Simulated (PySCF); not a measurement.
Isomers of C6H8SSi, mass 140.012 u with the commonest isotopes. The calculation used CAM-B3LYP/def2-SVPD in PySCF (dipole) on a GFN2-xTB geometry, gas phase. One conformer each, none proved a minimum here; rigid rotors.

Question: Order these by rotational constant A, smallest first.
A. `[SiH3:1][S:2][C:3]1=[CH:4][C@@H:5]2[CH:6]=[CH:7][C@H:8]12` with Si1–S2–C3–C4 1°
B. `[CH3:1][C:2](=[S:3])[C:4]1=[CH:5][CH:6]=[CH:7][SiH2:8]1` with C1–C2–C4–C5 0°
C. `[SH:1][SiH2:2][c:3]1[cH:4][cH:5][cH:6][cH:7][cH:8]1` with H–S1–Si2–C3 55°, S1–Si2–C3–C4 -164°

Answer: B (2656 MHz), C (3587 MHz), A (3785 MHz).

Question: Order these by dipole moment, largest first.
A. `[CH3:1][C:2](=[S:3])[C:4]1=[CH:5][CH:6]=[CH:7][SiH2:8]1` with C1–C2–C4–C5 0°
B. `[SiH3:1][S:2][C:3]1=[CH:4][C@@H:5]2[CH:6]=[CH:7][C@H:8]12` with Si1–S2–C3–C4 1°
C. `[SH:1][SiH2:2][c:3]1[cH:4][cH:5][cH:6][cH:7][cH:8]1` with H–S1–Si2–C3 55°, S1–Si2–C3–C4 -164°

Answer: A (3.48 D), C (2.05 D), B (1.28 D).

Question: Order these by rotational constant B, smallest first.
A. `[CH3:1][C:2](=[S:3])[C:4]1=[CH:5][CH:6]=[CH:7][SiH2:8]1` with C1–C2–C4–C5 0°
B. `[SiH3:1][S:2][C:3]1=[CH:4][C@@H:5]2[CH:6]=[CH:7][C@H:8]12` with Si1–S2–C3–C4 1°
C. `[SH:1][SiH2:2][c:3]1[cH:4][cH:5][cH:6][cH:7][cH:8]1` with H–S1–Si2–C3 55°, S1–Si2–C3–C4 -164°

Answer: C (794.2 MHz), B (853.6 MHz), A (1094 MHz).

```tsv
SMILES	point group	Ia (u·Å²)	Ib (u·Å²)	Ic (u·Å²)	κ	μa (D)	μb (D)	μc (D)
[SiH3]SC1=C[C@@H]2C=C[C@H]12	C1	133.52	592.08	654.19	-0.95	0.03	1.27	0.20
S[SiH2]c1ccccc1	C1	140.89	636.37	762.36	-0.91	1.96	0.36	0.48
CC(=S)C1=CC=C[SiH2]1	Cs	190.31	461.87	642.96	-0.67	2.46	2.46	0.00
```
